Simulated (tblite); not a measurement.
Level: GFN2-xTB in tblite, geometry and Hessian alike; calculated harmonic values, unscaled, isolated species. The method is semi-empirical: single wavenumbers can be off by several per cent or more. Modes of hydrogen on silicon can be 10 to 20 % off. One conformer each. Multiply charged ions are computed bare, without counter-ions or solvent. Thermal functions are those of the rigid rotor and harmonic oscillator, without mixing of conformers.

Problem. Order these by their zero-point energy, highest first (kJ/mol).
A. `N#C/C=C/C[SiH2]/C=C/[SiH3]`
B. `O=CCC(F)(F)F`
C. `C[SiH2]Oc1ncno1`
D. `c1ccn(C2[SiH2]C[SiH2]2)c1`
E. `C=CC[Si@@H]1[SiH2][SiH2][Si@@H]1C`
F. `[O-][As]([O-])([O-])=S`

Solution. E (406.4), D (385.3), A (366.4), C (245.1), B (153.3), F (22.0).

| SMILES | atoms | mass (u) | symmetry number | modes under 300 cm⁻¹ | ZPE (kJ/mol) | S translation (J/(mol K)) | S rotation | S vibration | S | Cp |
| --- | --- | --- | --- | --- | --- | --- | --- | --- | --- | --- |
| C=CC[Si@@H]1[SiH2][SiH2][Si@@H]1C | 22 | 174.02 | 1 | 11 | 406.4 | 164.9 | 124.4 | 142.8 | 432.1 | 177.2 |
| c1ccn(C2[SiH2]C[SiH2]2)c1 | 20 | 153.04 | 1 | 6 | 385.3 | 163.3 | 120.0 | 75.0 | 358.3 | 121.8 |
| N#C/C=C/C[SiH2]/C=C/[SiH3] | 20 | 153.04 | 1 | 11 | 366.4 | 163.3 | 124.1 | 126.0 | 413.4 | 151.7 |
| C[SiH2]Oc1ncno1 | 14 | 130.02 | 1 | 5 | 245.1 | 161.3 | 114.7 | 68.4 | 344.4 | 100.4 |
| O=CCC(F)(F)F | 10 | 112.01 | 1 | 3 | 153.3 | 159.4 | 110.4 | 47.1 | 316.9 | 83.3 |
| [O-][As]([O-])([O-])=S | 5 | 154.88 | 3 | 3 | 22.0 | 163.4 | 99.5 | 23.3 | 286.3 | 73.4 |

Entropies and Cp are for 200 K and 1 bar.
